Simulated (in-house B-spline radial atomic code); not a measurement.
Orbital energies and mean radii along the 57-electron series, configuration [Xe] 4f3. The effective charge is n√(-2ε), a non-relativistic measure. Computed with a B-spline radial code for spherical atoms: Dirac-Hartree-Fock, average of the configuration, finite nuclei.

```
 ion   Z  energy of 5s1/2 (Eh)  mean radius of 5s1/2 (bohr)  energy of 4p3/2 (Eh)  mean radius of 4p3/2 (bohr)  energy of 4f7/2 (Eh)  mean radius of 4f7/2 (bohr)  effective charge of 5s1/2
Pr2+  59               -2.2539                       1.5328               -9.2358                       0.6674              -0.78156                        1.087                     10.616
Nd3+  60               -2.8618                       1.4575               -10.332                      0.64919               -1.4787                      0.94326                     11.962
Pm4+  61               -3.5365                       1.3876               -11.537                       0.6316               -2.2725                      0.85455                     13.298
Sm5+  62               -4.2689                        1.324               -12.833                      0.61473               -3.1522                      0.78976                      14.61
```

(1) How does the screening of 5s1/2 change?

Answers

(1) Z less the effective charge goes from 48.38 at Z = 59 to 47.39 at Z = 62.
